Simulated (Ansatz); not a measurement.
Gas-phase electronic energies from Ansatz, PBE0-D4/def2-TZVP geometries. CCSD(T)/CBS adds triple-zeta CCSD(T) − MP2 to the extrapolated MP2 energy (def2 sets, frozen cores). This one scheme is used for every species. DFT in def2-TZVPP. For Br outer-core shells are correlated without core-valence functions, which leaves a few kJ/mol of doubt a bond. Scalar relativity is left out up to krypton. One conformer a species, not always the lowest.

Consider the ligand exchange at a B–Br bond: `OB(Br)O[SiH3]` + H–F → `OB(F)O[SiH3]` + HBr.

```csv
level,ΔE (eV)
LDA (SPW92),-0.65
CAM-B3LYP-D4,-0.78
revPBE,-0.64
r2SCAN,-0.69
LC-ωPBE,-0.71
RPA@PBE/def2-TZVPP,-0.68
MP2/CBS(def2),-0.50
CCSD/CBS(def2),-0.65
```

(1) What does CCSD(T)/CBS give? (Estimate.)

Largest T1 diagnostic among the species: 0.012.

Results:

(1) The calculation gave: -0.60 eV. The listed levels differ from it by -0.05, -0.18, -0.04, -0.09, -0.11, -0.08, 0.10, -0.05 eV.

The D4 term adds +0.09 eV with B3LYP and +0.05 eV with PBE0; it sums over pairs of atoms, weighted by their polarisabilities, and B3LYP, whose exchange is more repulsive, gets the larger term. At CCSD(T), def2-SVP lies −0.30 eV from the extrapolated value and def2-TZVPP −0.07 eV.

B3LYP here is the variant with VWN-RPA as its local correlation; programs differ in this.
